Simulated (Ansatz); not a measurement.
A further run on cyclo-(H2SiSe)2 (Si₂H₄Se₂).

```yaml
crystal:
  periodic: [false, false, false]
  atoms:
    - {symbol: Si, position_ang: [1.421065, 0.035283, 0.394684]}
    - {symbol: H, position_ang: [2.136581, -1.030086, 1.154274]}
    - {symbol: H, position_ang: [2.378603, 1.140141, 0.100825]}
    - {symbol: Se, position_ang: [-0.438370, 0.783127, 1.508352]}
    - {symbol: Si, position_ang: [-1.421047, -0.035095, -0.394772]}
    - {symbol: H, position_ang: [-2.375882, -1.141825, -0.099160]}
    - {symbol: H, position_ang: [-2.139694, 1.028257, -1.154228]}
    - {symbol: Se, position_ang: [0.438734, -0.779802, -1.509964]}
basis:
  gaussian: {orbitals: aug-cc-pVDZ}
magnetization: {spin_polarized: true, initial_magnetization: 2}
hamiltonian: {xc: {name: LC-wPBE}}
scf: {omitted_lower_state_checks: [starts]}
```

```sh
$ ansatz run in.yaml --threads 4 --pin off --events-out ev --progress --plain --max-ram 3916MiB
```

It prints (some lines left out):

```
Functional definition: LC-wPBE
1796 factors; their error is unknown
753 factors; integrals over basis functions are off by at most 1.9e-5 eV
mean field evaluation 1: about -146491.9166 eV, gradient 7.4e0 eV
mean field evaluation 2: about -146492.5884 eV, gradient 2.8e0 eV
mean field evaluation 4: about -146492.7059 eV, gradient 3.8e-1 eV
mean field evaluation 8: about -146492.6287 eV, gradient 1.1e-1 eV
mean field evaluation 16: about -146492.6290 eV, gradient 8.8e-5 eV
mean field -146493.11925623 eV, -5383.5228360637 hartree, gradient 1.1e-5 eV, S^2 2.010905; 1 other end points of the search recorded, 0 dependent functions left out
reference -146493.11925624 eV, -5383.5228360644 hartree; 51, 49 occupied and 111, 113 virtual orbitals, 1796 factors
Total energy: -146493.11925624 eV, -5383.5228360644 hartree
Checks for a lower state left out: starts
```

Run time 47 s (4 threads of Arm Neoverse N1 on a shared host), peak host memory 1 GiB.

LC-ωPBE has ω = 0.4 bohr⁻¹.
